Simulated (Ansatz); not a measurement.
The inner images of a band of BCl3 + H2 (6 atoms, charge 0, multiplicity 1) are given out of order.

Method: RKS PBE-D4/def2-SVP (Ansatz).

First end point:

```xyz
6
Properties=species:S:1:pos:R:3
B -0.011 0.570 0.053
Cl -0.017 0.927 1.770
Cl 1.510 0.425 -0.805
Cl -1.525 0.367 -0.805
H 0.106 -2.640 0.638
H 0.054 -2.320 1.335
```

Last end point:

```xyz
6
Properties=species:S:1:pos:R:3
B 0.022 -0.426 -0.627
Cl 0.004 -0.068 2.582
Cl 1.522 0.418 -0.944
Cl -1.519 0.338 -0.952
H 0.051 -1.580 -0.267
H 0.039 -1.352 2.395
```

**Question.** Put them in order from the first end to the last, with their energies above the first end.
A.
```xyz
6
Properties=species:S:1:pos:R:3
B 0.017 -0.327 0.010
Cl 0.010 0.132 2.091
Cl 1.556 0.181 -0.706
Cl -1.538 0.127 -0.705
H 0.040 -1.615 0.256
H 0.033 -1.168 1.241
```
B.
```xyz
6
Properties=species:S:1:pos:R:3
B 0.022 -0.456 -0.522
Cl 0.007 -0.100 2.666
Cl 1.525 0.346 -0.894
Cl -1.517 0.275 -0.900
H 0.047 -1.582 -0.068
H 0.033 -1.153 1.904
```
C.
```xyz
6
Properties=species:S:1:pos:R:3
B 0.008 0.041 0.190
Cl -0.002 0.471 1.944
Cl 1.531 0.141 -0.701
Cl -1.517 0.070 -0.702
H 0.052 -1.850 0.366
H 0.045 -1.544 1.090
```
D.
```xyz
6
Properties=species:S:1:pos:R:3
B -0.001 0.359 0.126
Cl -0.011 0.740 1.843
Cl 1.522 0.240 -0.735
Cl -1.516 0.162 -0.735
H 0.068 -2.232 0.489
H 0.056 -1.940 1.199
```
E.
```xyz
6
Properties=species:S:1:pos:R:3
B 0.020 -0.463 -0.310
Cl 0.010 -0.004 2.349
Cl 1.543 0.271 -0.756
Cl -1.531 0.206 -0.757
H 0.044 -1.615 0.105
H 0.032 -1.066 1.556
```

**Answer.** D (+0.07 eV), C (+0.52 eV), A (+1.29 eV), E (+0.84 eV), B (+0.68 eV).

Run time: 6.1 min on 1 thread of Arm Neoverse V1 (shared host), peak memory 0.14 GiB.
